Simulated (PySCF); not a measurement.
C₂H₇ClSi₃, SMILES C=C1[SiH2][SiH2][Si@H]1Cl. Atoms are numbered in the order given.

```xyz
13

C      2.5738    -0.2103     0.2952
C      1.2492    -0.4161     0.2511
Si     0.1671    -1.5293     1.3537
Si    -1.7074    -0.9667     0.0274
Si    -0.0002     0.3302    -0.9562
Cl    -0.2146     2.3820    -0.6727
H      3.0829     0.4693    -0.4009
H      3.2232    -0.7034     1.0303
H      0.5833    -2.9670     1.3389
H      0.1102    -1.0614     2.7743
H     -2.2553    -2.0678    -0.8225
H     -2.8141    -0.2120     0.6860
H      0.3457     0.1276    -2.3959
```
Charge 0, spin multiplicity 1.

The structure is a stationary point at PBE0-D3(BJ)/def2-SVP. A frequency run showed that this geometry is not a minimum. The structure was generated by enumeration; whether it is a known compound was not checked.

These are PBE0/pcSseg-1 (PySCF) values and carry that method's errors.

GIAO shieldings, no solvent; atoms listed in one row are averaged. δ = σ(ref) − σ: ¹³C against TMS (σ = 186.3 ppm); ²⁹Si against TMS (σ = 352.7 ppm); ³⁵Cl against HCl (σ = 945.9 ppm); ¹H against TMS (σ = 31.56 ppm), references at their B3LYP-D3(BJ)/def2-TZVP geometries, non-relativistic (without spin–orbit terms, shifts of atoms bonded to Cl or Br come out too high).

Computed chemical shifts:
| nucleus | atoms | count | δ (ppm) |
|---|---|---|---|
| ¹³C | C1 | 1 | 164.8 |
| ¹³C | C2 | 1 | 160.3 |
| ²⁹Si | Si5 | 1 | 9.5 |
| ²⁹Si | Si3 | 1 | -61.6 |
| ²⁹Si | Si4 | 1 | -95.3 |
| ³⁵Cl | Cl6 | 1 | 4.2 |
| ¹H | H7, H8 | 2 | 7.28 |
| ¹H | H13 | 1 | 6.30 |
| ¹H | H10 | 1 | 5.28 |
| ¹H | H9 | 1 | 5.10 |
| ¹H | H11, H12 | 2 | 4.20 |
